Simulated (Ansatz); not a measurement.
Calculated with Ansatz (gas phase, PBE0-D4/def2-TZVP geometries, no zero-point term in ΔE). CCSD(T)/CBS adds triple-zeta CCSD(T) − MP2 to the extrapolated MP2 energy (def2 sets, frozen cores). This one scheme is used for every species. DFT in def2-TZVPP. HSE06 is defined as in plane-wave codes. For Br outer-core shells are correlated without core-valence functions, which leaves a few kJ/mol of doubt a bond. Scalar relativity is left out up to krypton. One conformer a species, not always the lowest.

Reaction (formal hydrolysis of a B–Br bond): `ClBBr` + H₂O → `OBCl` + HBr

| level | ΔE (kJ/mol) | difference from CCSD(T)/CBS |
| --- | --- | --- |
| LDA (SPW92) | -72.9 | -12.5 |
| revPBE-D4 | -60.7 | -0.3 |
| r2SCAN-D4 | -68.0 | -7.6 |
| PBE0-D4 | -64.1 | -3.7 |
| r2SCAN0-D4 | -67.7 | -7.3 |
| HSE06-D4 | -64.0 | -3.6 |
| BHLYP-D4 | -72.4 | -12.0 |
| ωB97M-V | -70.4 | -10.0 |
| PBE | -65.0 | -4.6 |
| r2SCAN | -68.3 | -7.9 |
| r2SCANh | -68.2 | -7.8 |
| BHLYP | -76.3 | -15.9 |
| HF/def2-TZVPP | -79.0 | -18.6 |
| SCS-MP2/def2-TZVPP | -64.6 | -4.2 |
| CCSD(T)/def2-TZVPP | -65.9 | -5.5 |
| MP2/def2-QZVPP | -57.2 | 3.2 |
| CCSD(T)/CBS | -60.4 | 0 |

(1) What do rigid-rotor, harmonic-oscillator terms from PBE0-D4/def2-TZVP frequencies (298.15 K, 1 bar) make of the CCSD(T)/CBS value? (Best estimate.)

Largest T1 diagnostic among the species: 0.012.

Results:

(1) Computed: ΔZPE = -2.1 kJ/mol, ΔH = -64.1 kJ/mol, ΔS = -11 J/(mol·K), ΔG = -60.8 kJ/mol.

At CCSD(T), def2-SVP lies −27.5 kJ/mol from the extrapolated value and def2-TZVPP −5.5 kJ/mol. Leaving LDA and LC-ωPBE aside and taking each functional with its dispersion term where it has one, the values, not all of them listed here, spread over 16.5 kJ/mol, from CAM-B3LYP-D4 to revPBE-D4. LDA lies −7.9 kJ/mol from PBE without D4. The D4 term adds +3.3 kJ/mol with B3LYP and +1.7 kJ/mol with PBE0; it sums over pairs of atoms, weighted by their polarisabilities, and B3LYP, whose exchange is more repulsive, gets the larger term.

B3LYP here is the variant with VWN-RPA as its local correlation; programs differ in this.
